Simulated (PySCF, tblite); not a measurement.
Isomers of C2H8OSSi, one GFN2-xTB conformer each. Single-point energies are computed at PBE0/pcSseg-1 (PySCF, gas phase, no added dispersion term), electronic only.

```tsv
SMILES	GFN2-xTB relative energy (kcal/mol)
CO[Si@@H](C)S	4.0
CC[Si@H](O)S	0.0
C[Si](C)(O)S	7.4
```

Conformers: `[CH3:1][O:2][Si@@H:3]([CH3:4])[SH:5]` with C1–O2–Si3–C4 60°, O2–Si3–S5–H 18°; `[CH3:1][CH2:2][Si@H:3]([OH:4])[SH:5]` with C1–C2–Si3–O4 -60°, C2–Si3–O4–H -155°, C2–Si3–S5–H -54°; `[CH3:1][Si:2]([CH3:3])([OH:4])[SH:5]` with C1–Si2–O4–H 65°, C1–Si2–S5–H 113°.

Q: What does PBE0/pcSseg-1 give for the same structures?

A: 
| SMILES | PBE0/pcSseg-1 E (Eh) | PBE0/pcSseg-1 (kcal/mol) | GFN2-xTB (kcal/mol) | point group |
| --- | --- | --- | --- | --- |
| C[Si](C)(O)S | -843.54768 | 0.0 | 7.4 | near Cs |
| CC[Si@H](O)S | -843.52637 | 13.4 | 0.0 | C1 |
| CO[Si@@H](C)S | -843.51173 | 22.6 | 4.0 | C1 |

GFN2-xTB puts CC[Si@H](O)S lowest instead; measured from each level's own lowest isomer, the values differ by up to 18.6 kcal/mol (CO[Si@@H](C)S: 4.0 against 22.6). As drawn, the lowest has an O–H bond, which the highest lacks.

Q: Which frontier levels, dipoles and rotational constants go with these structures?

A: 
| SMILES | HOMO (eV, PBE0/pcSseg-1) | LUMO (eV) | dipole (D) | A, B, C (MHz) |
| --- | --- | --- | --- | --- |
| C[Si](C)(O)S | -7.01 | 0.81 | 3.13 | 3290, 2208, 2121 |
| CC[Si@H](O)S | -7.20 | 0.34 | 0.95 | 5380, 1750, 1430 |
| CO[Si@@H](C)S | -7.11 | 0.64 | 2.97 | 4295, 2068, 1523 |

Q: What happens when harmonic zero-point energies from GFN2-xTB frequencies are added?

A: 
| SMILES | ZPE (kcal/mol) | electronic (kcal/mol) | with ZPE (kcal/mol) |
| --- | --- | --- | --- |
| C[Si](C)(O)S | 60.3 | 0.0 | 0.0 |
| CC[Si@H](O)S | 60.3 | 13.4 | 13.4 |
| CO[Si@@H](C)S | 59.8 | 22.6 | 22.1 |

The zero-point energies span 0.5 kcal/mol. The order is unchanged.
